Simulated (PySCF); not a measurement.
All of these have the formula C5H9O2P. Computed with PySCF 2.14.0, density-fitted response routines, TDDFT PBE0/def2-SVPD, vertical, gas phase, core orbitals frozen in the response. Geometries: GFN2-xTB; one conformer of each isolated species. Triplets are in the Tamm–Dancoff approximation.

A. `C=C[P@@](=O)(O)C1CC1`
B. `COC1=C[P@@H](=O)CC1`
C. `C#C[P@](=O)(O)CCC`
D. `C=CC[P@@H](=O)C(C)=O`

Lowest singlet levels (six at most, fewer where fewer were computed) with oscillator strengths:

1. 202 nm (f 0.000); 195 nm (f 0.008); 192 nm (f 0.001); 190 nm (f 0.005); 187 nm (f 0.004); 174 nm (f 0.036); T1 4.99 eV
2. 202 nm (f 0.051); 196 nm (f 0.000); 187 nm (f 0.021); 183 nm (f 0.197); 176 nm (f 0.023); 171 nm (f 0.002); T1 4.42 eV
3. 343 nm (f 0.002); 250 nm (f 0.003); 219 nm (f 0.002); 215 nm (f 0.019); 204 nm (f 0.001); 191 nm (f 0.068); T1 3.01 eV
4. 213 nm (f 0.003); 192 nm (f 0.014); 177 nm (f 0.209); 174 nm (f 0.058); 169 nm (f 0.006); 163 nm (f 0.094); T1 4.33 eV

Question: Match each spectrum to its molecule.

Answer: 1 = C, 2 = B, 3 = D, 4 = A.
- A: S1 at 5.83 eV, HOMO→LUMO (96%); Löwdin shares by element: HOMO oxygen 51% or more, carbon 19% or more, phosphorus 13% (atoms not listed hold the other 17%); LUMO carbon 69% or more, phosphorus 8%, hydrogen 6% or more (atoms not listed hold the other 18%); HOMO -7.94 and LUMO -0.77 eV.
- B: S1 at 6.15 eV, HOMO→LUMO (70%), HOMO-2→LUMO (26%); Löwdin shares by element: HOMO carbon 44% or more, oxygen 29% (atoms not listed hold the other 27%); LUMO carbon 55% or more, oxygen 11% or more, phosphorus 10% (atoms not listed hold the other 24%); HOMO -7.28 and LUMO -0.13 eV.
- C: S1 at 6.12 eV, HOMO-1→LUMO (33%), HOMO→LUMO (21%), HOMO-1→LUMO+1 (13%); Löwdin shares by element: HOMO oxygen 59% or more, carbon 15% or more, phosphorus 12%; LUMO carbon 60% or more, phosphorus 13%, oxygen 7% or more (atoms not listed hold the other 20%); HOMO -8.21 and LUMO -0.43 eV.
- D: S1 at 3.61 eV, HOMO→LUMO (91%); Löwdin shares by element: HOMO oxygen 55%, carbon 12% or more, phosphorus 11% (atoms not listed hold the other 23%); LUMO carbon 44% or more, oxygen 31% or more, phosphorus 10%; HOMO -7.26 and LUMO -1.72 eV.
B and C have S1 within 0.03 eV of each other; their strongest listed levels stand at 6.76 eV (f 0.197) and 7.13 eV (f 0.036).
